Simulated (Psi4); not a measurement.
C2F5 (SMILES F[C](F)C(F)(F)F), doublet, at a GFN2-xTB geometry; CISD/STO-3G run with Psi4.

Here is a job for Psi4.
```
memory 2 GB

molecule {
0 2
  F     1.33263497   -1.34508685   -0.09956568
  C     0.89342460   -0.10323390   -0.22295752
  F     1.69497119    0.76164160    0.37691203
  C    -0.59425481    0.11916949   -0.07500397
  F    -1.03231455   -0.08973964    1.18180137
  F    -0.91885164    1.36923302   -0.39550019
  F    -1.27588651   -0.70667185   -0.86500654
}

set basis sto-3g
set reference uhf

energy('cisd')
print_variables()
```

What the program printed (banner, timings and long lists left out):

```
Traceback (most recent call last):
  File "psi4", line 375, in <module>
  File "<string>", line 28, in <module>
  File "site-packages/psi4/driver/driver.py", line 461, in energy
  File "site-packages/psi4/driver/task_planner.py", line 255, in task_planner
  File "site-packages/psi4/driver/driver_util.py", line 222, in negotiate_derivative_type
  File "site-packages/psi4/driver/driver_util.py", line 355, in highest_analytic_derivative_available

psi4.driver.p4util.exceptions.MissingMethodError: Method=cisd is not available for any derivative level under conditions CI_TYPE=CONV, REFERENCE=UHF, FREEZE_CORE=FALSE, QC_MODULE=(auto). See https://psicode.org/psi4manual/master/introduction.html#ss-cisd. Or did you mean? ccd ccsd cisdt cisdtq qcisd lccsd ci2 ci3 ci4 ci5 ci6 ci7 ci8 ci9 ci10 ci11 ci12 ci13 ci14 ci15 ci16 ci17 ci18 ci19 ci20 ci21 ci22 ci23 ci24 ci25 ci26 ci27 ci28 ci29 ci30 ci31 ci32 ci33 ci34 ci35 ci36 ci37 ci38 ci39 ci40 ci41 ci42 ci43 ci44 ci45 ci46 ci47 ci48 ci49 ci50 ci51 ci52 ci53 ci54 ci55 ci56 ci57 ci58 ci59 ci60 ci61 ci62 ci63 ci64 ci65 ci66 ci67 ci68 ci69 ci70 ci71 ci72 ci73 ci74 ci75 ci76 ci77 ci78 ci79 ci80 ci81 ci82 ci83 ci84 ci85 ci86 ci87 ci88 ci89 ci90 ci91 ci92 ci93 ci94 ci95 ci96 ci97 ci98

Printing out the relevant lines from the Psithon --> Python processed input file:
      F    -1.27588651   -0.70667185   -0.86500654
    """)
    core.IO.set_default_namespace("")
    core.set_global_option("BASIS", "sto-3g")
    core.set_global_option("REFERENCE", "uhf")
--> energy('cisd')
    print_variables()

!----------------------------------------------------------------------------------!
!                                                                                  !
!  Method=cisd is not available for any derivative level under conditions          !
!     CI_TYPE=CONV, REFERENCE=UHF, FREEZE_CORE=FALSE, QC_MODULE=(auto). See        !
!     https://psicode.org/psi4manual/master/introduction.html#ss-cisd. Or did you  !
!     mean? ccd ccsd cisdt cisdtq qcisd lccsd ci2 ci3 ci4 ci5 ci6 ci7 ci8 ci9 ci10 !
!     ci11 ci12 ci13 ci14 ci15 ci16 ci17 ci18 ci19 ci20 ci21 ci22 ci23 ci24 ci25   !
!     ci26 ci27 ci28 ci29 ci30 ci31 ci32 ci33 ci34 ci35 ci36 ci37 ci38 ci39 ci40   !
!     ci41 ci42 ci43 ci44 ci45 ci46 ci47 ci48 ci49 ci50 ci51 ci52 ci53 ci54 ci55   !
!     ci56 ci57 ci58 ci59 ci60 ci61 ci62 ci63 ci64 ci65 ci66 ci67 ci68 ci69 ci70   !
!     ci71 ci72 ci73 ci74 ci75 ci76 ci77 ci78 ci79 ci80 ci81 ci82 ci83 ci84 ci85   !
!     ci86 ci87 ci88 ci89 ci90 ci91 ci92 ci93 ci94 ci95 ci96 ci97 ci98             !
!                                                                                  !
!----------------------------------------------------------------------------------!
```

The input was rejected before any calculation.
